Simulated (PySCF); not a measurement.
# Working out the excitation energy of Ru

Ru [Kr] 4d7 5s1 (5F) → Ru [Kr] 4d6 5s1 6s1 (7D). Computed with PySCF 2.14 in aug-cc-pVDZ-PP with ECP28MDF, with scalar relativity through the core potential. Frozen: 4s2 4p6. Energies in hartree (1 hartree = 27.21139 eV):

```
             part  Ru (lower)  Ru (upper)
              UHF  -93.812410  -93.650605
MP2 opposite-spin   -0.084047   -0.039865
    MP2 same-spin   -0.069282   -0.066818
```

Task: What does Hartree-Fock give?

Result: (-93.650605) − (-93.812410) = 0.161805 hartree = 4.403 eV.

Task: What do MP2 and SCS-MP2 (6/5 opposite-spin, 1/3 same-spin) give?

Result: The opposite-spin parts differ by 1.202 eV and the same-spin parts by 0.067 eV. MP2: 4.403 + (1.202) + (0.067) = 5.672 eV. SCS-MP2: 4.403 + 1.2 × (1.202) + (0.067)/3 = 5.868 eV.

A double-zeta basis recovers only part of the correlation energy.
